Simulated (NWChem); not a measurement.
System: CsF; SMILES [F][Cs]

NWChem input:

```
start job
memory heap 200 mb stack 900 mb global 1100 mb
geometry units angstroms noautoz
  Cs     0.000000     0.000000    -0.361050
  F      0.000000     0.000000     2.019376
end
basis spherical
  Cs library def2-qzvp
  F library def2-qzvp
end
ecp
  Cs library def2-ecp
end
dft
  xc b3lyp
  iterations 150
  mulliken
end
task dft gradient
```

Output (shortened):

```
             Northwest Computational Chemistry Package (NWChem) 7.3.0
             --------------------------------------------------------

 ORDER OF PRIMARY AXIS IS BEING SET TO 4
 C4V symmetry detected

                             Geometry "geometry" -> ""
                             -------------------------

 Output coordinates in angstroms (scale by  1.889725989 to convert to a.u.)

  No.       Tag          Charge          X              Y              Z
 ---- ---------------- ---------- -------------- -------------- --------------
    1 Cs                  55.0000     0.00000000     0.00000000    -0.33474741
    2 F                    9.0000     0.00000000     0.00000000     2.04567859

 Effective nuclear repulsion energy (a.u.)     110.0402777716

      Symmetry information
      --------------------

 Group name             C4v
 Group number             18
 Group order               8
 No. of unique centers     2

                                 NWChem DFT Module
                                 -----------------

 Summary of "ao basis" -> "ao basis" (spherical)
 ------------------------------------------------------------------------------
       Tag                 Description            Shells   Functions and Types
 ---------------- ------------------------------  ------  ---------------------
 Cs                        def2-qzvp                16       48   6s5p4d1f
 F                         def2-qzvp                17       57   7s4p3d2f1g

      Symmetry analysis of basis
      --------------------------

        a1         34
        a2          1
        b1         11
        b2         11
        e          48

            General Information
            -------------------
          SCF calculation type: DFT
          Wavefunction type:  closed shell.
          No. of atoms     :     2
          No. of electrons :    18
           Alpha electrons :     9
            Beta electrons :     9
          Charge           :     0
          Spin multiplicity:     1
          Use of symmetry is: on ; symmetry adaption is: on
          Maximum number of iterations: 150
          AO basis - number of functions:   105
                     number of shells:    33
          Convergence on energy requested:  1.00D-06
          Convergence on density requested:  1.00D-05
          Convergence on gradient requested:  5.00D-04

              XC Information
              --------------
                         B3LYP Method XC Potential
                     Hartree-Fock (Exact) Exchange  0.200
                        Slater Exchange Functional  0.800 local
                    Becke 1988 Exchange Functional  0.720 non-local
              Lee-Yang-Parr Correlation Functional  0.810
                  VWN I RPA Correlation Functional  0.190 local

             Grid Information
             ----------------
          Grid used for XC integration:  medium
          Radial quadrature: Mura-Knowles
          Angular quadrature: Lebedev.
          Tag              B.-S. Rad. Rad. Pts. Rad. Cut. Ang. Pts.
          ---              ---------- --------- --------- ---------
          Cs                  2.60      123          16.0       590
          F                   0.50       49          11.0       434
          Grid pruning is: on
          Number of quadrature shells:   172
          Spatial weights used:  Erf1

      Superposition of Atomic Density Guess
      -------------------------------------

 Sum of atomic energies:        -122.02905962

      Non-variational initial energy
      ------------------------------

 Total energy =    -118.990724
 1-e energy   =    -207.690594
 2-e energy   =      70.693280
 HOMO         =      -0.546780
 LUMO         =      -0.048824

      Symmetry analysis of molecular orbitals - initial
      -------------------------------------------------

 !! scf_movecs_sym_adapt:   22 vectors were symmetry contaminated

  Symmetry fudging

 !! scf_movecs_sym_adapt:   22 vectors were symmetry contaminated

  Numbering of irreducible representations:

     1 a1          2 a2          3 b1          4 b2          5 e

  Orbital symmetries:

     1 a1          2 a1          3 a1          4 a1          5 e
     6 e           7 e           8 e           9 a1         10 a1
    11 e          12 e          13 a1         14 a1         15 b2
    16 b1         17 e          18 e          19 a1

     ---------------------------------------------
      Total Density - Mulliken Population Analysis
     ---------------------------------------------

    Atom       Charge   Shell Charges
 -----------   ------   -------------------------------------------------------
    1 Cs   9     8.05  -0.32  1.52  0.80  0.01 -0.00  0.00  2.32  3.02  0.66  0.01  0.00  0.02  0.01  0.00  0.00  0.00
    2 F    9     9.95   1.16  0.01  0.63  0.17  0.55  1.07  0.39  1.71  2.02  1.76  0.47  0.00  0.00  0.00 -0.00  0.00  0.00

   convergence    iter        energy       DeltaE   RMS-Dens  Diis-err
 ---------------- ----- ----------------- --------- --------- ---------
 d= 0,ls=0.0,diis     1   -119.9899890247 -1.38D+02  5.22D-02  1.49D+00
 d= 0,ls=0.5,diis     2   -115.4002007653  4.59D+00  6.86D-03  3.51D+01
 d= 0,ls=0.5,diis     3   -117.5665194919 -2.17D+00  8.45D-03  1.92D+01
 d= 0,ls=0.5,diis     4   -118.6926906843 -1.13D+00  1.53D-02  1.07D+01
 d= 0,ls=0.5,diis     5   -119.6496371821 -9.57D-01  1.30D-02  2.87D+00
 d= 0,ls=0.5,diis     6   -119.9954401094 -3.46D-01  5.85D-03  3.78D-01
 d= 0,ls=0.5,diis     7   -120.0649158527 -6.95D-02  3.00D-03  9.32D-02
  Resetting Diis
 d= 0,ls=0.5,diis     8   -120.0878493432 -2.29D-02  1.73D-03  5.23D-02
 d= 0,ls=0.5,diis     9   -120.0991583000 -1.13D-02  1.82D-03  3.24D-02
 d= 0,ls=0.5,diis    10   -120.1059005531 -6.74D-03  8.84D-04  3.74D-02
 d= 0,ls=0.5,diis    11   -120.1101761220 -4.28D-03  5.38D-04  1.02D-02
 d= 0,ls=0.5,diis    12   -120.1124176639 -2.24D-03  4.02D-04  1.51D-03
 d= 0,ls=0.5,diis    13   -120.1133511497 -9.33D-04  2.86D-04  1.14D-03
 d= 0,ls=0.5,diis    14   -120.1138492335 -4.98D-04  2.25D-04  9.03D-04
 d= 0,ls=0.5,diis    15   -120.1141443292 -2.95D-04  1.83D-04  5.76D-04
 d= 0,ls=0.5,diis    16   -120.1143174696 -1.73D-04  1.45D-04  2.94D-04
 d= 0,ls=0.5,diis    17   -120.1144115882 -9.41D-05  1.14D-04  1.49D-04
 d= 0,ls=0.5,diis    18   -120.1144626648 -5.11D-05  8.66D-05  7.49D-05
 d= 0,ls=0.5,diis    19   -120.1144896659 -2.70D-05  6.60D-05  3.76D-05
 d= 0,ls=0.5,diis    20   -120.1145042029 -1.45D-05  4.69D-05  1.70D-05
 d= 0,ls=0.5,diis    21   -120.1145116205 -7.42D-06  3.38D-05  8.45D-06
 d= 0,ls=0.5,diis    22   -120.1145154840 -3.86D-06  2.42D-05  4.24D-06
 d= 0,ls=0.5,diis    23   -120.1145174966 -2.01D-06  1.76D-05  2.16D-06
 d= 0,ls=0.5,diis    24   -120.1145185491 -1.05D-06  1.28D-05  1.10D-06
 d= 0,ls=0.5,diis    25   -120.1145190988 -5.50D-07  9.24D-06  5.58D-07

         Total DFT energy =     -120.114519386217
      One electron energy =     -210.860845901022
           Coulomb energy =       86.498962319258
    Exchange-Corr. energy =      -13.759226712540
 Nuclear repulsion energy =       18.006590908088

 Numeric. integr. density =       18.000001593207

                  Occupations of the irreducible representations
                  ----------------------------------------------

                     irrep           alpha         beta
                     --------     --------     --------
                     a1                5.0          5.0
                     a2                0.0          0.0
                     b1                0.0          0.0
                     b2                0.0          0.0
                     e                 4.0          4.0

                       DFT Final Molecular Orbital Analysis
                       ------------------------------------

 Vector    7  Occ=2.000000D+00  E=-2.388299D-01  Symmetry=e
              MO Center= -2.4D-15,  6.5D-15,  2.0D+00, r^2= 7.4D-01
   Bfn.  Coefficient  Atom+Function         Bfn.  Coefficient  Atom+Function
  ----- ------------  ---------------      ----- ------------  ---------------
    57      0.286007  2 F  py                60      0.253536  2 F  py
    63      0.238566  2 F  py                56     -0.229287  2 F  px
    59     -0.203256  2 F  px                62     -0.191254  2 F  px
    66      0.181183  2 F  py                65     -0.145252  2 F  px
    11     -0.043455  1 Cs py                28      0.039606  1 Cs d -1

 Vector    8  Occ=2.000000D+00  E=-2.388299D-01  Symmetry=e
              MO Center=  1.7D-15, -1.3D-14,  2.0D+00, r^2= 7.4D-01
   Bfn.  Coefficient  Atom+Function         Bfn.  Coefficient  Atom+Function
  ----- ------------  ---------------      ----- ------------  ---------------
    56      0.286007  2 F  px                59      0.253536  2 F  px
    62      0.238566  2 F  px                57      0.229287  2 F  py
    60      0.203256  2 F  py                63      0.191254  2 F  py
    65      0.181183  2 F  px                66      0.145252  2 F  py
    10     -0.043455  1 Cs px                30     -0.039606  1 Cs d  1

[...]

                         DFT ENERGY GRADIENTS

    atom               coordinates                        gradient
                 x          y          z           x          y          z
   1 Cs      0.000000   0.000000  -0.632581    0.000000   0.000000  -0.000050
   2 F       0.000000   0.000000   3.865772    0.000000   0.000000   0.000050
```

Level: B3LYP/def2-QZVP with def2 effective core potentials on Cs. The geometry was optimised at PBE0-D3(BJ)/def2-TZVP. B3LYP is NWChem's, with the RPA form of VWN correlation. def2 effective core potentials on Cs; no spin-orbit coupling.
